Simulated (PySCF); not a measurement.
```xyz
8

B      1.2559     0.4726     0.3572
O      0.0043     0.3814     0.8279
C     -1.0111    -0.3380     0.1524
H      2.0336     1.1020     1.0013
H      1.5494    -0.0658    -0.6706
H     -1.8279     0.3438    -0.0813
H     -1.3834    -1.1218     0.8111
H     -0.6300    -0.7831    -0.7683
```

Charge 0, multiplicity 1.

### Question
Give the Mulliken and meta-Löwdin atomic charges from M06-2X/def2-TZVP run with PySCF.

### Answer

| atom | Mulliken (e) | meta-Löwdin (e) |
|---|---|---|
| B1 | 0.08 | 0.13 |
| O2 | -0.26 | -0.35 |
| C3 | -0.21 | -0.11 |
| H4 | 0.00 | 0.00 |
| H5 | -0.01 | -0.02 |
| H6 | 0.14 | 0.12 |
| H7 | 0.14 | 0.12 |
| H8 | 0.12 | 0.11 |
